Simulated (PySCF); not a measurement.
Compound: CH6ClFPSi2 (doublet state).
Z-matrix (Å and degrees, GFN2-xTB geometry), rows numbered from 1:
```
F 
C   1  1.3632
Cl  2  1.7875  1  108.09
Si  2  1.9338  1  110.44  3   118.45
Si  4  2.3334  2  108.45  1  -176.80
P   5  2.2138  4  109.03  2  -178.17
H   2  1.0932  1  106.33  3  -114.28
H   4  1.4705  2  103.78  1    59.31
H   4  1.4633  2  104.12  1   -53.02
H   5  1.4724  4  110.31  2   -55.93
H   5  1.4647  4  113.28  2    64.18
H   6  1.3894  5   94.55  4    72.02
```

The hyperfine couplings belong to this conformer and change with its torsions.

As a line formula: `F[C@@H](Cl)[SiH2][SiH2][PH]` [radical].

The calculation used UKS B3LYP, pcH-1 on C Cl F H P Si, non-relativistic, mean-field spin-orbit, GIAO (PySCF 2.14.0). One conformer (not necessarily the lowest) at the GFN2-xTB geometry, without solvent, vibrations or thermal averaging. The geometry wasn't refined by DFT: couplings that depend on bond lengths, twists or pyramidal angles can differ widely from those at the functional's own minimum, by a factor of two or more for some ions and for spin on atoms past the first row. Stability of the SCF solution: not tested.

Task: Give the principal g shifts and their parts.

Result: 
```tsv
Δg (ppt)	1	2	3
relativistic mass correction	-0.16	-0.16	-0.16
gauge correction	0.00	0.04	0.03
orbital Zeeman/spin–orbit	0.02	7.16	21.70
total	-0.15	7.04	21.57
```

So g = 2.00217, 2.00936, 2.02389 and g_iso = 2.01181; the tensor is rhombic: the two nearest values differ by 33 % of g3 − g1. 

Task: What effective moment and Curie constant follow for a powder?

Result: With the mean of g² = 4.0474 and S(S+1) = 0.75: μ_eff = √(⟨g²⟩S(S+1)) = 1.742 μB and χT = 0.12505·⟨g²⟩·S(S+1) = 0.380 cm³ K/mol (cgs; spin-Hamiltonian part alone).

Task: How much does each term add to the isotropic shift?

Result: The orbital-Zeeman/spin–orbit term 9.63, the mass correction -0.16 and the gauge correction 0.02 ppt, for a total of 9.49 ppt. The orbital-Zeeman/spin–orbit term is the largest in size. The mass correction is the same along every axis, so the anisotropy comes from the other two: their spans along these axes are 0.04 (gauge) and 21.68 ppt (orbital Zeeman/spin–orbit).

Task: What are the electron Larmor frequencies g μB B/h along the three axes at 340 mT?

Result: 9.5278, 9.5620, 9.6311 GHz for g1, g2 and g3, a range of 103.4 MHz.

Task: In a frozen sample, at which fields do the three g values resonate at 9.5, 34, 94 and 263 GHz (hyperfine left aside), and which band first spreads them over more than twice a line width of 0.3 mT?

Result: 
```json
{"band": "X", "GHz": "9.5", "B(g3) mT": "335.37", "B(g2) mT": "337.80", "B(g1) mT": "339.01", "spread mT": "3.64"}
{"band": "Q", "GHz": "34.0", "B(g3) mT": "1200.27", "B(g2) mT": "1208.95", "B(g1) mT": "1213.29", "spread mT": "13.02"}
{"band": "W", "GHz": "94.0", "B(g3) mT": "3318.41", "B(g2) mT": "3342.40", "B(g1) mT": "3354.40", "spread mT": "36.00"}
{"band": "J", "GHz": "263.0", "B(g3) mT": "9284.48", "B(g2) mT": "9351.62", "B(g1) mT": "9385.19", "spread mT": "100.71"}
```

The spread grows in proportion to the frequency. X band is the first where it exceeds 0.6 mT.

The largest Mulliken spin population is on P6 (+0.98).

The HOMO–LUMO gaps are 6.09 eV among the α and 3.61 eV among the β orbitals.

The run took 87 s wall (with the writing of density and orbital grids) on one thread, Arm Neoverse V2 (aarch64), no GPU, on a shared host, and the process peaked at 0.84 GiB of memory.
